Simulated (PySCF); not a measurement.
C2H7O2PSi.
Z-matrix (Å and degrees, PBE0-D3(BJ)/def2-SVP geometry), rows numbered from 1:
```
C 
C   1  1.4965
O   2  1.2056  1  125.66
O   2  1.3412  1  112.88  3   179.80
Si  4  1.7209  2  116.41  1  -179.57
P   5  2.2540  4  102.18  2  -176.63
H   1  1.0995  2  109.71  3   124.37
H   1  1.0954  2  110.03  3     2.58
H   1  1.1001  2  109.38  3  -118.51
H   5  1.4879  4  109.32  2    62.04
H   5  1.4876  4  110.41  2   -61.24
H   6  1.4293  5   93.87  4   -80.60
H   6  1.4311  5   91.88  4  -174.15
```

Computed with PBE0-D3(BJ)/def2-SVP geometry optimisation, gas phase in PySCF 2.14.0.

Take the most abundant isotopes and a rigid rotor. The values belong to one conformer with, in the numbering `[CH3:1][C:2](=[O:3])[O:4][SiH2:5][PH2:6]`, C1–C2–O4–Si5 180°, C2–O4–Si5–P6 -177°, O4–Si5–P6–H -81° and -174°.

Task: Give the principal moments of inertia and the rotational constants in MHz.

Result: Ia = 82.61, Ib = 479.01, Ic = 548.43 u·Å²; 505379 MHz·u·Å²/I gives A = 6117, B = 1055, C = 921.5 MHz.

Task: What kind of rotor is it?

Result: A near-prolate asymmetric top. Ray's parameter κ = (2B − A − C)/(A − C) = -0.949; −1 is the prolate and +1 the oblate limit.

Task: Is it planar, by Δ = Ic − Ia − Ib?

Result: Not planar: Δ = Ic − Ia − Ib = -13.20 u·Å². For a rigid frame Δ = −2 Σ m c², so Σ m c² = 6.60 u·Å² lies off the ab plane: 6.44 from hydrogen and 0.16 from heavier atoms. The atom farthest from that plane is 1.33 Å away.

Task: Give the other two planar moments, Paa and Pbb, and the rms extents of the mass along the axes.

Result: Paa = Σ m a² = (Ib + Ic − Ia)/2 = 472.42 and Pbb = Σ m b² = (Ia + Ic − Ib)/2 = 76.02 u·Å². With the mass M = 122.00 u, the rms extents √(P/M) along a, b and c are 1.97, 0.79, 0.23 Å.

Task: Which lines would a microwave search look for?

Result: The dipole components are |μa| = 0.25 D, |μb| = 1.12 D, |μc| = 0.69 D. The squared components, which scale the intensities, stand as 0.05 : 1.00 : 0.38 (a : b : c). Some lines, for components of 0.1 D or more:

```tsv
type	branch	J(Ka,Kc)	MHz	lower level (cm⁻¹)
a	Q	3(1,2) ← 3(1,3)	801	0.553
a	R	2(1,1) ← 1(1,0)	4087	0.239
c	Q	3(1,3) ← 3(0,3)	4740	0.395
c	Q	1(1,1) ← 1(0,1)	5062	0.066
b	Q	1(1,0) ← 1(0,1)	5196	0.066
a	R	3(1,3) ← 2(1,2)	5728	0.362
a	R	3(2,1) ← 2(2,0)	5940	0.882
c	R	2(1,1) ← 1(0,1)	9283	0.066
b	Q	2(2,1) ← 2(1,2)	15588	0.362
b	R	2(2,0) ← 1(1,1)	19410	0.235
c	R	3(2,1) ← 2(1,1)	21130	0.376
c	Q	3(3,1) ← 3(2,1)	25634	1.080
b	Q	3(3,1) ← 3(2,2)	25647	1.080
b	R	3(3,1) ← 2(2,0)	31574	0.882
c	R	3(3,0) ← 2(2,0)	31574	0.882
b	R	3(3,0) ← 2(2,1)	31577	0.882
```

Stationary, but not proved a minimum. Zero-point vibration and centrifugal distortion are left out. A rigid rotor knows nothing of internal rotation, which can split or shift real lines.

Hardware: one thread, Arm Neoverse V2 (aarch64), shared host with 96 logical CPUs at a one-minute load of 34. Cost: 47 s of wall time, 0.52 GiB resident at most. These figures are those of the optimisation.
